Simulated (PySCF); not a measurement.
An equivalent PySCF input for Pd (palladium, neutral), [Kr] 4d10, closed-shell 1S, with scalar relativity through the core potential:

```python
from pyscf import gto, scf, dft, mp, cc
import basis_set_exchange as bse
txt = bse.get_basis("def2-TZVPPD", elements=["Pd"], fmt="nwchem", header=False)
cut = txt.index("\nECP")
mol = gto.M(atom="Pd 0 0 0", charge=0, spin=0, symmetry="D2h",
            basis=gto.basis.parse(txt[:cut]),
            ecp={"Pd": gto.basis.parse_ecp(txt[cut:])})
mf = dft.UKS(mol, xc="B88,P86")
mf.irrep_nelec = {'Ag': (3, 3), 'B1g': (1, 1), 'B2g': (1, 1), 'B3g': (1, 1), 'B1u': (1, 1), 'B2u': (1, 1), 'B3u': (1, 1)}
mf.kernel()
```

It reaches the same state as the run whose output follows, with an energy that differs only through the grid. The run itself started from symmetry-adapted Hartree-Fock orbitals and held the occupation by maximum overlap, on a logarithmic radial grid, so the iterations belong to that start.

```
SCF conv_tol = 1e-09
number electrons alpha = 9  beta = 9
XC functionals = B88,P86
    A. D. Becke.,  Phys. Rev. A 38, 3098 (1988)
    J. P. Perdew.,  Phys. Rev. B 33, 8822 (1986)
cycle= 1 E= -127.956471115618  delta_E= 0.00565  |g|= 0.229  |ddm|= 0.286
cycle= 2 E= -127.904258098009  delta_E= 0.0522  |g|= 0.478  |ddm|= 0.351
cycle= 3 E= -127.973678653443  delta_E= -0.0694  |g|= 0.0185  |ddm|= 0.224
cycle= 4 E= -127.97381652231  delta_E= -0.000138  |g|= 0.00175  |ddm|= 0.0129
cycle= 5 E= -127.973817441063  delta_E= -9.19e-07  |g|= 6.21e-05  |ddm|= 0.000786
cycle= 6 E= -127.97381744225  delta_E= -1.19e-09  |g|= 2.16e-07  |ddm|= 2.96e-05
cycle= 7 E= -127.97381744225  delta_E= -2.84e-14  |g|= 3.36e-11  |ddm|= 9.91e-08
converged SCF energy = -127.97381744225  <S^2> = -5.3290705e-15  2S+1 = 1
```

Energies and moments cover only the electrons outside the core potential.
